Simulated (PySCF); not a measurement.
HF5OW, triplet, at a GFN2-xTB geometry (such geometries of metal compounds can be far from the true shape) (the multiplicity is a formal guess) (core potentials on W); DF-PBE/def2-SV(P) run with PySCF.

PySCF was given this input:
```python
from pyscf import gto, scf, dft

mol = gto.Mole()
mol.atom = '''
    W     0.00250320   -0.00514199    0.00119349
    F    -0.77256193    1.58697031   -0.36834621
    F     1.45787778    0.98427826    1.00354396
    F     0.78110345   -0.01179125   -1.86843523
    F    -0.81250390    0.07629300    1.85346395
    F    -1.48927824   -0.91977652   -1.01851524
    O     0.76864940   -1.57893332    0.36648077
    H     1.18383349   -2.43179028    0.56443446
'''
mol.basis = 'def2-sv(p)'
mol.ecp = {'W': 'def2-sv(p)'}
mol.spin = 2
mol.verbose = 4
mol.build()

mf = dft.UKS(mol)
mf.xc = 'pbe'
mf = mf.density_fit(auxbasis='def2-universal-jkfit')
mf.kernel()
```

It wrote (shortened):

```
PySCF version 2.14.0

[INPUT] verbose = 4
[INPUT] num. atoms = 8
[INPUT] num. electrons = 68
[INPUT] charge = 0
[INPUT] spin (= nelec alpha-beta = 2S) = 2
[INPUT] symmetry False subgroup None
[INPUT] Mole.unit = angstrom
[INPUT] Symbol           X                Y                Z      unit          X                Y                Z       unit  Magmom
[INPUT]  1 W      0.002503200000  -0.005141990000   0.001193490000 AA    0.004730362435  -0.009716952835   0.002255369232 Bohr   0.0
[INPUT]  2 F     -0.772561930000   1.586970310000  -0.368346210000 AA   -1.459930461965   2.998939253716  -0.696073455922 Bohr   0.0
[INPUT]  3 F      1.457877780000   0.984278260000   1.003543960000 AA    2.754989727289   1.860016341763   1.896423238361 Bohr   0.0
[INPUT]  4 F      0.781103450000  -0.011791250000  -1.868435230000 AA    1.476071595453  -0.022282233166  -3.530830866189 Bohr   0.0
[INPUT]  5 F     -0.812503900000   0.076293000000   1.853463950000 AA   -1.535409846141   0.144172875221   3.502539247255 Bohr   0.0
[INPUT]  6 F     -1.489278240000  -0.919776520000  -1.018515240000 AA   -2.814327996874  -1.738125718606  -1.924714857296 Bohr   0.0
[INPUT]  7 O      0.768649400000  -1.578933320000   0.366480770000 AA    1.452536851811  -2.983751543750   0.692548285220 Bohr   0.0
[INPUT]  8 H      1.183833490000  -2.431790280000   0.564434460000 AA    2.237121073188  -4.595417621579   1.066626544667 Bohr   0.0

nuclear repulsion = 427.351380005421
number of shells = 49
number of NR pGTOs = 198
number of NR cGTOs = 111
basis = def2-sv(p)
ecp = {'W': 'def2-sv(p)'}

******** <class 'pyscf.df.df_jk.DFUKS'> ********
method = DFUKS
initial guess = minao
damping factor = 0
level_shift factor = 0
DIIS = <class 'pyscf.scf.diis.CDIIS'>
diis_start_cycle = 1
diis_space = 8
diis_damp = 0
SCF conv_tol = 1e-09
SCF conv_tol_grad = None
SCF max_cycles = 50
direct_scf = False
number electrons alpha = 35  beta = 33
XC library pyscf.dft.libxc version 7.1.2
    S. Lehtola, C. Steigemann, M. J. T. Oliveira, and M. A. L. Marques,  SoftwareX 7, 1–5 (2018)
XC functionals = pbe
    J. P. Perdew, K. Burke, and M. Ernzerhof,  Phys. Rev. Lett. 77, 3865 (1996)
    J. P. Perdew, K. Burke, and M. Ernzerhof,  Phys. Rev. Lett. 78, 1396 (1997)
    J. P. Perdew, K. Burke, and M. Ernzerhof,  Phys. Rev. Lett. 77, 3865 (1996)
    J. P. Perdew, K. Burke, and M. Ernzerhof,  Phys. Rev. Lett. 78, 1396 (1997)
radial grids:
    Treutler-Ahlrichs [JCP 102, 346 (1995); DOI:10.1063/1.469408] (M4) radial grids

becke partition: Becke, JCP 88, 2547 (1988); DOI:10.1063/1.454033
pruning grids: <function nwchem_prune>
grids dens level: 3
symmetrized grids: False
atomic radii adjust function: <function treutler_atomic_radii_adjust>
small_rho_cutoff = 0
Set gradient conv threshold to 3.16228e-05
tot grids = 119512
init E= -629.021494501654

cycle= 1 E= -640.771233578905  delta_E= -11.7  |g|= 1.07  |ddm|= 5.17

cycle= 2 E= -632.517870365829  delta_E= 8.25  |g|= 4.11  |ddm|= 3.95

cycle= 3 E= -640.536930605484  delta_E= -8.02  |g|=  1.2  |ddm|= 3.67

cycle= 4 E= -641.127946739965  delta_E= -0.591  |g|= 0.582  |ddm|= 1.26

cycle= 5 E= -641.238064011913  delta_E= -0.11  |g|=  0.2  |ddm|= 0.408

cycle= 6 E= -641.08435901261  delta_E= 0.154  |g|= 0.572  |ddm|= 0.728

cycle= 7 E= -641.172763497908  delta_E= -0.0884  |g|= 0.392  |ddm|= 0.908

cycle= 8 E= -641.187925101849  delta_E= -0.0152  |g|= 0.359  |ddm|= 0.773

cycle= 9 E= -641.251058797212  delta_E= -0.0631  |g|= 0.109  |ddm|= 0.477

cycle= 10 E= -641.246171391777  delta_E= 0.00489  |g|= 0.147  |ddm|= 0.215

cycle= 11 E= -641.252086897146  delta_E= -0.00592  |g|= 0.0933  |ddm|= 0.235

cycle= 12 E= -641.255756278826  delta_E= -0.00367  |g|= 0.0433  |ddm|= 0.0669

cycle= 13 E= -641.255334483539  delta_E= 0.000422  |g|= 0.0513  |ddm|= 0.0164

cycle= 14 E= -641.254607620459  delta_E= 0.000727  |g|= 0.063  |ddm|= 0.0157

cycle= 15 E= -641.254769913368  delta_E= -0.000162  |g|= 0.0605  |ddm|= 0.0031

cycle= 16 E= -641.256018004286  delta_E= -0.00125  |g|= 0.0384  |ddm|= 0.0587

cycle= 17 E= -641.255312435017  delta_E= 0.000706  |g|= 0.0529  |ddm|= 0.0762

cycle= 18 E= -641.256705208858  delta_E= -0.00139  |g|= 0.00482  |ddm|= 0.0621

cycle= 19 E= -641.256714517075  delta_E= -9.31e-06  |g|= 0.00235  |ddm|= 0.00308

cycle= 20 E= -641.256717296115  delta_E= -2.78e-06  |g|= 0.000581  |ddm|= 0.00345

cycle= 21 E= -641.256717284011  delta_E= 1.21e-08  |g|= 0.000642  |ddm|= 0.00113

cycle= 22 E= -641.256717444375  delta_E= -1.6e-07  |g|= 0.000257  |ddm|= 0.00052

cycle= 23 E= -641.256717479248  delta_E= -3.49e-08  |g|= 2.89e-05  |ddm|= 0.000289

cycle= 24 E= -641.256717479292  delta_E= -4.43e-11  |g|= 2.99e-05  |ddm|= 4.95e-05

Extra cycle  E= -641.25671744637  delta_E= 3.29e-08  |g|= 0.000257  |ddm|= 0.000297
SCF not converged.
SCF energy = -641.25671744637 after 50 cycles  <S^2> = 2.0038217  2S+1 = 3.0025467
```

Convergence was not reached.
